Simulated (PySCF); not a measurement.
CH₃AlBr₂, singlet, geometry from GFN2-xTB (such geometries of metal compounds can be far from the true shape), atoms displaced at random by about 0.08 Å a coordinate.

Here is a job for PySCF.
```python
from pyscf import gto, scf

mol = gto.M(
    atom='''
Al    0.570919   -0.159968    0.296897
Br   -1.219103   -1.475997    0.312275
Br    0.336477    1.763517   -0.892352
C     2.065304   -0.603395    1.353704
H     2.688160    0.210887    1.743866
H     2.937568   -0.980029    0.773565
H     1.941404   -1.562385    2.152170
''',
    basis='sto-3g',
    charge=0,
    spin=0,
    verbose=4,
)

mf = scf.RHF(mol)
mf.kernel()
g = mf.nuc_grad_method()
grad = g.kernel()
```

### Question
What does this run give for the HOMO-LUMO gap, Mulliken (on the basis functions themselves) charges in atom order, total energy, HOMO energy?

### Answer

| Item | Value |
|---|---|
| HOMO-LUMO gap | 15.22 eV |
| Mulliken (on the basis functions themselves) charges in atom order | Al1 0.97, Br2 -0.35, Br3 -0.35, C4 -0.40, H5 0.05, H6 0.04, H7 0.03 |
| total energy | -5367.6486 Eh |
| HOMO energy | -8.16 eV |
